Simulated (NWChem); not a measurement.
System meant: CH3FO3Si; SMILES C1O[Si](O1)(O)F

Input file for NWChem:

```
start job
memory heap 200 mb stack 900 mb global 1100 mb
geometry units angstroms noautoz
  O      1.327506    -1.369053     0.000000
  Si     0.023579    -0.370635     0.000000
  F     -1.299919    -1.312713     0.000000
  O      0.009048     0.889863    -1.119360
  C     -0.021084     1.797997     0.000000
  O      0.009048     0.889863     1.119360
  H      1.145409    -2.324774     0.000000
  H      0.875151     2.458192     0.000000
  H     -0.956519     2.401877     0.000000
end
basis spherical
  O library def2-svp
  Si library def2-svp
  F library def2-svp
  C library def2-svp
  H library def2-svp
end
dft
  odft
  mult 2
  xc pbe0
  iterations 150
  mulliken
end
task dft energy
```

End of the output:

```
 Summary of "ao basis" -> "" (spherical)
 ------------------------------------------------------------------------------
       Tag                 Description            Shells   Functions and Types
 ---------------- ------------------------------  ------  ---------------------
 O                          def2-svp                 6       14   3s2p1d
 Si                         def2-svp                 8       18   4s3p1d
 F                          def2-svp                 6       14   3s2p1d
 C                          def2-svp                 6       14   3s2p1d
 H                          def2-svp                 3        5   2s1p

                                 NWChem DFT Module
                                 -----------------

 Summary of "ao basis" -> "ao basis" (spherical)
 ------------------------------------------------------------------------------
       Tag                 Description            Shells   Functions and Types
 ---------------- ------------------------------  ------  ---------------------
 O                          def2-svp                 6       14   3s2p1d
 Si                         def2-svp                 8       18   4s3p1d
 F                          def2-svp                 6       14   3s2p1d
 C                          def2-svp                 6       14   3s2p1d
 H                          def2-svp                 3        5   2s1p

      Symmetry analysis of basis
      --------------------------

        a'         69
        a"         34

  number of electrons :                   56
  multiplicity        :                    2
 ------------------------------------------------------------------------
  no. of electrons and multiplicity not compatible                  56
 ------------------------------------------------------------------------
 ------------------------------------------------------------------------
  current input line :
    28: task dft energy
 ------------------------------------------------------------------------
 ------------------------------------------------------------------------
 There is an error in the input file
 ------------------------------------------------------------------------
 For more information see the NWChem manual at https://nwchemgit.github.io

0: no. of electrons and multiplicity not compatible:Received an Error in Communication
```

Problem. Find the fault in this run and fix the input.

Solution. The program refused the input. Cause: the multiplicity doesn't fit the number of electrons (an even count wants an odd multiplicity, and the reverse). This input runs:
```
start job
memory heap 200 mb stack 900 mb global 1100 mb
geometry units angstroms noautoz
  O      1.327506    -1.369053     0.000000
  Si     0.023579    -0.370635     0.000000
  F     -1.299919    -1.312713     0.000000
  O      0.009048     0.889863    -1.119360
  C     -0.021084     1.797997     0.000000
  O      0.009048     0.889863     1.119360
  H      1.145409    -2.324774     0.000000
  H      0.875151     2.458192     0.000000
  H     -0.956519     2.401877     0.000000
end
basis spherical
  * library def2-svp
end
dft
  xc pbe0
  iterations 150
  mulliken
end
task dft energy
```
It converges to -654.20334 Ha (PBE0/def2-SVP).
